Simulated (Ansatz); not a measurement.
Two isomers of C4H7B: A = `C=CBC=C`, B = `C#CB(C)C`.

Computed with Ansatz on PBE0-D4/def2-TZVP structures; ΔE is electronic, products minus reactants. CBS: MP2 limit from def2 TZ/QZ plus the TZ coupled-cluster correction, frozen cores. DFT in def2-TZVPP. B3LYP here is the variant with VWN-RPA as its local correlation; programs differ in this. One conformer a species, not always the lowest.

**Question.** Which isomer does CCSD(T)/CBS put lower? Give the gap. (Best estimate.)

**Answer.** Computed: B, by 5.4 kcal/mol.

**Question.** Give E(B) − E(A) in kcal/mol with MP2/def2-TZVPP, r2SCAN-D4, B2PLYP, B3LYP-D4, HF/def2-TZVPP, PBE0-D4, CCSD/def2-TZVPP. (Best estimate.)

**Answer.** Ansatz gave: MP2/def2-TZVPP -8.4, r2SCAN-D4 -5.9, B2PLYP -5.3, B3LYP-D4 -3.5, HF/def2-TZVPP -1.9, PBE0-D4 -4.5, CCSD/def2-TZVPP -5.2. None reverses the order clearly.

Largest T1 diagnostic: 0.012.

In def2-TZVPP, CCSD(T) changes the Hartree–Fock value by −3.1 kcal/mol (the triples alone add +0.2 kcal/mol) and MP2 by −6.5 kcal/mol.
